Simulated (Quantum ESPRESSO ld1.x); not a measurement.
Excited configurations of the rubidium ion Rb+: one electron is placed in a higher orbital outside [Ar] 3d10 4s2 4p5. The ground configuration is [Kr]. All-electron calculation, Dirac Kohn-Sham, LDA (Slater exchange, Perdew-Zunger correlation), spin-unpolarised, spherical densities, point nucleus; open shells fill j = l - 1/2 first. Program: ld1.x of Quantum ESPRESSO 7.5. Excitation = E - E(ground); binding = E(ion) - E, where the ion is the core of charge +2; n* = 2/sqrt(2 binding) in atomic units, and the quantum defect is n - n*.

outer orbital  excitation (eV)  binding (eV)     n*  quantum defect  eigenvalue (eV)  <r> (bohr)
5p1/2                   19.452         7.977  2.612           2.388           -6.031       4.876
6s1/2                   22.177         5.252  3.219           2.781           -4.156       8.076
6p1/2                   23.158         4.271  3.570           2.430           -3.347       9.482
7p1/2                   24.754         2.675  4.510           2.490           -2.142       15.47

Estimate the row for 4d3/2.

Answer. excitation (eV) 18.343; binding (eV) 9.086; n* 2.447; quantum defect 1.553; eigenvalue (eV) -5.646; <r> (bohr) 3.153. The Delta-SCF ionisation energy is 27.429 eV (NIST Atomic Spectra Database: 27.290 eV, measured). Self-interaction in the functional shifts the binding energies and quantum defects, so they are the method's values and not measured ones. Spin polarisation and multiplet splitting are left out, so open shells lie too high by an amount that depends on their filling.

Beside tabulated values, note that spin-unpolarised runs miss the spin-polarisation part of the exchange energy of open shells.
